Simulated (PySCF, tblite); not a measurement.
Isomers of C4H5ClNO (doublet state), one GFN2-xTB conformer each. Single-point energies are computed at B3LYP/pcH-1 (PySCF, gas phase, no added dispersion term), electronic only. GFN2-xTB treats the open shell by occupation alone, and not every SCF solution was tested for stability.

Question: Rank them by B3LYP/pcH-1 energy, lowest first (kJ/mol).
A. `[NH:1][C:2](=[O:3])/[CH:4]=[CH:5]\[CH2:6][Cl:7]` (doublet state) with H–N1–C2–O3 2°, N1–C2–C4–C5 179°, C4–C5–C6–Cl7 -120°
B. `[NH2:1][C:2](=[O:3])/[CH:4]=[C:5]\[CH2:6][Cl:7]` (doublet state) with H–N1–C2–O3 180° and 0°, N1–C2–C4–C5 0°

Answer: B (0.0), A (45.5).

GFN2-xTB itself gives, in the same order: 0.0, 15.6. Both levels put the same isomer lowest.

Question: What happens when harmonic zero-point energies from GFN2-xTB frequencies are added?

Answer: 
```json
{"SMILES": "NC(=O)/C=[C]\\CCl", "ZPE (kJ/mol)": "212.8", "electronic (kJ/mol)": "0.0", "with ZPE (kJ/mol)": "0.0"}
{"SMILES": "[NH]C(=O)/C=C\\CCl", "ZPE (kJ/mol)": "215.3", "electronic (kJ/mol)": "45.5", "with ZPE (kJ/mol)": "48.0"}
```

The zero-point energies span 2.5 kJ/mol. The order is unchanged.
